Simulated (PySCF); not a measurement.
## A run, input to output

The script drives PySCF SCF with an in-house response code with single-precision fitted integrals, so total energies wander by about 1e-6 Eh between cycles (the fitting error itself is about 1e-3 Eh and cancels in differences); atoms count from 0. Kgrid is the grid level of the response kernel; vcut the energy (Eh) above which virtual orbitals leave the response; delta the states run by ΔSCF (the anion only where the lumo is low enough to bind); pop asks for populations, which are stored and not printed; grid is the SCF grid level (2 if not given).

The basis has no diffuse functions, so the polarisability comes out too low.

Job and coordinates (Å):

```
{"job": {"kind": "uv", "basis": "6-31G**", "grid": 1, "kgrid": 1, "vcut": null, "nstates": 1, "ntriplets": 0, "tda": false, "delta": [], "pop": false, "xc": "HF"}, "charge": 0, "multiplicity": 1}
C      4.513569    -0.252041    -0.481029
C      4.076370    -1.584749    -0.258973
C      2.814845    -2.019529    -0.057949
C      1.545535    -1.341954    -0.000796
C      0.477555    -2.189689     0.231992
C     -0.855766    -1.753468     0.326968
C     -1.978770    -2.567763     0.561433
C     -3.267344    -2.059927     0.642033
C     -3.471136    -0.691350     0.486551
C     -4.596628     0.221200     0.495853
C     -4.159173     1.491427     0.280407
C     -2.722426     1.477413     0.118223
C     -1.722160     2.375789    -0.113318
C     -0.370635     1.929059    -0.209386
C      0.657416     2.845205    -0.446300
C      1.953875     2.415034    -0.538190
C      2.340208     1.066571    -0.405776
C      3.758824     0.864406    -0.540077
C      1.335772     0.092429    -0.164081
C     -0.002118     0.554368    -0.071907
C     -1.053413    -0.362252     0.167735
C     -2.345348     0.108485     0.253784
H      5.581079    -0.131743    -0.617496
H      4.858297    -2.333979    -0.251638
H      2.720335    -3.089299     0.091793
H      0.670531    -3.247557     0.348248
H     -1.823774    -3.631346     0.682447
H     -4.096503    -2.730040     0.824273
H     -5.619649    -0.073137     0.650605
H     -4.769061     2.375418     0.234791
H     -1.912190     3.434424    -0.229663
H      0.422968     3.894603    -0.556701
H      2.727781     3.147355    -0.722114
H      4.303063     1.784389    -0.720920
```

Command:

```bash
OMP_NUM_THREADS=1 python large_run.py task.json out
```

What does the program print?


```
start: PBE on a coarse grid of 29511 points
cycle   1  E = -844.5873928542  dE =  4.013e+00  |g| = 7.640e-01  |ddm| = 8.083e+00
cycle   2  E = -844.3307095217  dE =  2.567e-01  |g| = 1.163e+00  |ddm| = 2.769e+00
cycle   3  E = -844.5551690725  dE = -2.245e-01  |g| = 7.369e-01  |ddm| = 2.475e+00
cycle   4  E = -844.7622804778  dE = -2.071e-01  |g| = 1.105e-01  |ddm| = 1.159e+00
cycle   5  E = -844.7627722795  dE = -4.918e-04  |g| = 1.043e-01  |ddm| = 3.061e-01
cycle   6  E = -844.7659933781  dE = -3.221e-03  |g| = 3.875e-02  |ddm| = 1.717e-01
cycle   7  E = -844.7664049526  dE = -4.116e-04  |g| = 1.555e-02  |ddm| = 6.367e-02
cycle   8  E = -844.7664721422  dE = -6.719e-05  |g| = 5.043e-03  |ddm| = 2.463e-02
final grid: 130219 points
cycle   9  E = -840.0964905803  dE = -1.461e-01  |g| = 1.557e-01  |ddm| = 3.967e+00
cycle  10  E = -840.1057125381  dE = -9.222e-03  |g| = 4.960e-02  |ddm| = 4.728e-01
cycle  11  E = -840.1071712798  dE = -1.459e-03  |g| = 2.599e-02  |ddm| = 1.416e-01
cycle  12  E = -840.1076292197  dE = -4.579e-04  |g| = 1.222e-02  |ddm| = 5.843e-02
cycle  13  E = -840.1077650891  dE = -1.359e-04  |g| = 5.394e-03  |ddm| = 2.635e-02
cycle  14  E = -840.1078405209  dE = -7.543e-05  |g| = 2.275e-03  |ddm| = 2.611e-02
cycle  15  E = -840.1078452305  dE = -4.710e-06  |g| = 1.001e-03  |ddm| = 9.002e-03
cycle  16  E = -840.1078467239  dE = -1.493e-06  |g| = 4.840e-04  |ddm| = 3.246e-03
cycle  17  E = -840.1078443785  dE =  2.345e-06  |g| = 2.665e-04  |ddm| = 1.795e-03
cycle  18  E = -840.1078385196  dE =  5.859e-06  |g| = 1.323e-04  |ddm| = 1.239e-03
cycle  19  E = -840.1078396861  dE = -1.166e-06  |g| = 6.940e-05  |ddm| = 8.809e-04
converged SCF energy = -840.1078396861

Static polarisability (au): isotropic 249.112, principal 64.875 267.573 414.887

Singlet excitations
state   eV       nm        f      main configurations
  1   3.0405    407.8   0.18229   H->L 0.66, H->L+1 0.24
```

The run took 34 s of wall time on 1 thread of AMD EPYC 9R45 96-Core (shared host), peak memory 0.59 GiB.
